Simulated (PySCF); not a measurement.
How the method changes the constants of PbO

State: ¹Σ⁺ (singlet), closed shell. Set-up: Pb def2-SVPD with ECP60, O def2-SVPD; scalar-relativistic core potentials (PySCF 2.14). De refers to Pb + O in their high-spin ground configurations, without counterpoise correction. A positive dipole means Pb(−)O(+). Levels whose curve was spin-contaminated or gave no clean fit are not listed.

| Level | Re (Å) | ωe (cm⁻¹) | De (eV) | μ (D) | CPU s a point (SCF and correlation, without the integrals) |
| --- | --- | --- | --- | --- | --- |
| RHF | 1.899 | 843 | 0.71 | -6.05 | 0.15 |
| RHF-CCSD | 1.948 | 751 | 4.15 | n/a | n/a |
| RHF-CCSD(T) | 1.978 | 686 | 4.66 | n/a | 3.2 |
| PBE | 1.973 | 703 | 5.48 | -4.76 | 1 |
| PW91 | 1.972 | 705 | 5.50 | -4.78 | 0.86 |
| r²SCAN | 1.950 | 741 | 4.82 | -4.86 | 1.3 |
| B3LYP | 1.954 | 737 | 4.78 | -5.14 | 1.3 |
| PBE0 | 1.938 | 761 | 4.52 | -5.13 | 2.1 |
| r²SCAN0 | 1.927 | 782 | 4.05 | -5.18 | 2.3 |
| CAM-B3LYP | 1.930 | 778 | 4.63 | -5.31 | 1.6 |

Which functional lies closest to RHF-CCSD(T) in De, which farthest, and by how much do they differ from it?

Closest is CAM-B3LYP (-4.8 pm in Re, +13.4 % in ωe, -0.03 eV in De against RHF-CCSD(T) in the same basis), farthest PW91 (-0.6 pm in Re, +2.8 % in ωe, +0.84 eV in De). CCSD(T) converges more slowly with the basis than the functionals do and binds too weakly in this one, so the order can change at the basis-set limit.

What does a quarter of exact exchange do here, going from PBE to PBE0?

PBE0 less PBE: -3.5 pm in Re, +8.3 % in ωe, -0.96 eV in De. Exact exchange removes part of the self-interaction that spreads semilocal densities, and in most molecules shortens and stiffens the bond and lowers De; so it does here.

What does the step from GGA to meta-GGA do here, going from PBE to r²SCAN?

r²SCAN less PBE: -2.3 pm in Re, +5.4 % in ωe, -0.66 eV in De. 

Measured (Huber and Herzberg, Constants of Diatomic Molecules (1979)): Re = 1.921813 Å, ωe = 721.0 cm⁻¹.

Correlated steps freeze 5 core orbitals. Correlated levels converge slowly with the basis: in double zeta they bind strong bonds too weakly, by up to about 1 eV, and carry superposition errors of some tenths. Spin–orbit coupling is left out, which matters for elements this heavy, above all for dissociation energies. Where the molecule has an RHF reference, its open-shell atoms are computed with UHF. The CCSD T1 diagnostic is raised, a sign that a single reference may not be enough here.

The whole job (state search and all levels along the bond) took about 3.4 min on 1 thread of Oxide Virtual Turin-like (shared host), peak memory 0.7 GiB.
